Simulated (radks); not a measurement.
Task: Tc, configuration [Kr] 4d5 5s2. Method: scalar-relativistic Kohn-Sham, PBE, spin-polarised, spherical densities, point nucleus; open shells are filled with parallel spins first (spin-orbit coupling, left out, can overturn this in heavy ions); hard spherical wall at 12 bohr; computed with a radial shooting solver on a logarithmic mesh with Libxc functionals. Some entries of the table are withheld. Estimate them.

| orbital | occ. | eigenvalue (eV) | <1/r> (bohr^-1) |
|---|---|---|---|
| 1s down | 1 | -20868.16 | 44.71 |
| 1s up | 1 | -20868.15 | 44.71 |
| 2s up | 1 | -2977.094 | 10.08 |
| 2s down | 1 | -2976.483 | 10.09 |
| 2p up | 3 | -2664.306 | 9.793 |
| 2p down | 3 | -2663.851 | 9.794 |
| 3s up | 1 | -518.2284 | 3.480 |
| 3s down | 1 | -517.9145 | 3.479 |
| 3p up | 3 | -415.5947 | 3.312 |
| 3p down | 3 | -415.2379 | 3.311 |
| 3d up | 5 | -249.5944 | 3.082 |
| 3d down | 5 | -249.0332 | 3.082 |
| 4s up | 1 | -74.3502 | 1.286 |
| 4s down | 1 | -71.2182 | 1.298 |
| 4p up | 3 | -46.4429 | 1.144 |
| 4p down | 3 | -43.0540 | 1.154 |
| 4d up | 5 | -7.8189 | 0.7963 |
| 5s up | 1 | -5.5334 | 0.4016 |
| 4d down | 0 | -4.5351 | 0.7634 |
| 5s down | 1 | -4.2359 | 0.3632 |
| 5p up | 0 | (1) | 0.2873 |
| 5p down | 0 | (2) | 0.2533 |
| 6s up | 0 | 0.7852 | 0.1809 |
| 6s down | 0 | 0.9427 | 0.1814 |
| 4f down | 0 | 3.3160 | (3) |
| 4f up | 0 | 3.4096 | (4) |

Result: 
(1) 5p up eigenvalue (eV): -1.5952
(2) 5p down eigenvalue (eV): -1.0482
(3) 4f down <1/r> (bohr^-1): 0.1372
(4) 4f up <1/r> (bohr^-1): 0.1401
